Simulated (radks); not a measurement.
Values are calculated unless marked as measured or tabulated.
Species: In II. Configuration: [Kr] 4d10 5s2. Code: a radial shooting solver on a logarithmic mesh with Libxc functionals. Model: Dirac Kohn-Sham, PBE, spin-unpolarised, spherical densities, finite nucleus; Fermi nuclear charge, rms radius 4.6156 fm.

Normalised radial functions P(r) = r R(r) (large component), r in bohr:

r,4s1/2,5p1/2
0.001835,0.0879,0.0013
0.002467,0.1120,0.0019
0.003317,0.1411,0.0029
0.00446,0.1748,0.0045
0.005949,0.2106,0.0070
0.007998,0.2467,0.0111
0.01075,0.2753,0.0174
0.01446,0.2850,0.0270
0.01928,0.2608,0.0404
0.02592,0.1836,0.0588
0.03485,0.0406,0.0807
0.04649,-0.1536,0.1010
0.0625,-0.3597,0.1106
0.08403,-0.4686,0.0937
0.113,-0.3529,0.0364
0.1507,0.0191,-0.0539
0.2026,0.5040,-0.1432
0.2724,0.7111,-0.1585
0.3662,0.3213,-0.0496
0.4884,-0.4905,0.1345
0.6567,-1.1690,0.2622
0.8829,-1.2046,0.1914
1.187,-0.7468,-0.0705
1.583,-0.2993,-0.3730
2.129,-0.0707,-0.5843
2.862,-0.0090,-0.6119
3.817,-0.0006,-0.4744
5.132,0.0000,-0.2637
6.899,0.0000,-0.0958
9.276,0.0000,-0.0204

4s1/2: eigenvalue -127.04 eV, 3 radial nodes at r = 0.0372, 0.149, 0.414 bohr, <r> = 0.848 bohr, 90 % of the charge inside 1.23 bohr. 5p1/2 (empty): eigenvalue -8.727 eV, 3 radial nodes at r = 0.128, 0.398, 1.11 bohr, <r> = 3.11 bohr, 90 % of the charge inside 4.69 bohr.
